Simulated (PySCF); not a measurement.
C3H4F2Si, SMILES C#C[Si](F)(C)F.

Geometry: PBE0-D3(BJ)/def2-SVP.

Level of theory: r2SCAN/def2-TZVP (PySCF).

Symmetry labels are those of the subgroup Cs that the program uses (full group Cs).

Computed valence orbital energies around the gap with their symmetry:
| orbital | symmetry | energy (eV) |
|---|---|---|
| HOMO−7 | A" | -10.90 |
| HOMO−6 | A' | -10.67 |
| HOMO−5 | A' | -10.52 |
| HOMO−4 | A" | -10.47 |
| HOMO−3 | A" | -10.10 |
| HOMO−2 | A' | -8.84 |
| HOMO−1 | A" | -7.80 |
| HOMO | A' | -7.77 |
| LUMO | A" | -1.28 |
| LUMO+1 | A' | -1.19 |
| LUMO+2 | A' | 1.14 |
| LUMO+3 | A' | 2.17 |
